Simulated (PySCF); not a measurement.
## Magnesium: highly charged ions in a basis for the neutral atom

Mg¹⁰⁺ 1s2, Mg¹¹⁺ 1s1. Calculation: PySCF 2.14, in def2-TZVP (5s4p3d, 32 functions); the non-relativistic Hamiltonian (point nucleus). No spin-orbit coupling, so a gap to NIST mixes the basis error with missing relativistic terms.

Changed run: basis of the neutral atom used for a highly charged ion. This setting is unsound on purpose.

| species | method | sound run (hartree) | changed run (hartree) | converged |
| --- | --- | --- | --- | --- |
| Mg¹⁰⁺ | UHF | not run | -136.60470 | yes |
| Mg¹⁰⁺ | TPSS | not run | -136.65723 | yes |
| Mg¹⁰⁺ | M06-L | not run | -136.74964 | yes |
| Mg¹¹⁺ | UHF | not run | -71.94627 | yes |
| Mg¹¹⁺ | TPSS | not run | -71.94538 | yes |
| Mg¹¹⁺ | M06-L | not run | -71.98752 | yes |

Ionisation energy of Mg¹⁰⁺:

| method | changed run (eV) | NIST (eV) |
| --- | --- | --- |
| UHF | 1759.4 | 1761.8 |
| TPSS | 1760.9 | 1761.8 |
| M06-L | 1762.3 | 1761.8 |

The contracted functions were made for the neutral atom and can be too rigid for a highly charged ion.
